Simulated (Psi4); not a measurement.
Pair of molecules: H2O (SMILES O) (first 3 atoms) with CH2F2 (SMILES FCF); geometry from B3LYP-D3(BJ)/def2-TZVP.
(charge 0, multiplicity 1):
```xyz
8

O      0.2460     0.2889    -0.0521
H      0.3821    -0.4711    -0.6265
H     -0.5411     0.0841     0.4667
F      0.6880    -0.7051     3.7462
C      0.2916     0.4397     3.1272
F     -0.9607     0.2261     2.6023
H      0.9694     0.6568     2.3031
H      0.2139     1.2339     3.8702
```

The numbers are results of SAPT0/jun-cc-pV(D+d)Z (Psi4), not measurements.

Task: Which attractive term is largest, and how does the interaction split up?

Result: electrostatics -5.71, exchange 4.12, induction -0.84, dispersion -1.15, total -3.58 kcal/mol; the largest attraction is electrostatics.
